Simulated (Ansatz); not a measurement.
benzene (C6H6), singlet, geometry from GFN2-xTB. Base run: B3LYP/cc-pVDZ in Ansatz (a program for electronic structure).

Ansatz was given this input:
Ansatz 0.2 input:
```yaml
crystal:
  periodic: [false, false, false]
  atoms:
    - {symbol: C, position_ang: [-0.00073149, 1.38454572, 0.01022132]}
    - {symbol: C, position_ang: [1.19871869, 0.69290639, 0.00510756]}
    - {symbol: C, position_ang: [1.19945018, -0.69163933, -0.00511376]}
    - {symbol: C, position_ang: [0.00073149, -1.38454572, -0.01022132]}
    - {symbol: C, position_ang: [-1.19871869, -0.69290639, -0.00510756]}
    - {symbol: C, position_ang: [-1.19945018, 0.69163933, 0.00511376]}
    - {symbol: H, position_ang: [-0.00130232, 2.46498215, 0.01819757]}
    - {symbol: H, position_ang: [2.13414417, 1.23361899, 0.00909327]}
    - {symbol: H, position_ang: [2.13544649, -1.23136316, -0.00910430]}
    - {symbol: H, position_ang: [0.00130232, -2.46498215, -0.01819757]}
    - {symbol: H, position_ang: [-2.13414417, -1.23361899, -0.00909327]}
    - {symbol: H, position_ang: [-2.13544649, 1.23136316, 0.00910430]}
basis:
  gaussian:
    orbitals: cc-pVDZ
hamiltonian:
  xc: b3lyp
```

The base run was repeated with changes; each row names its change, and settings that it needs were set with it.

| change | ΔE vs base (kcal/mol) |
|---|---|
| base | 0.000 |
| final_grid = 14, 28, 59 | 0.000 |
| forces = on | -0.012 |
| lower_state_search = light | 0.000 |
| accuracy = high | -0.012 |
| point_charge = charge:0.5 position_ang:-3.4534, -4.2351, -0.0684 | 0.107 |
| final_grid = 6, 12, 29 | 0.001 |
| lower_state_search = off | 0.000 |
| point_charge = charge:1.0 position_ang:-3.4687, -3.0738, 2.8959 | -1.94 |
| lower_state_search = full | 0.000 |
| final_grid = 4, 8, 17 | … |

Question: Complete the blanks.

Answer: 
- final_grid = 4, 8, 17, ΔE vs base (kcal/mol): 0.075
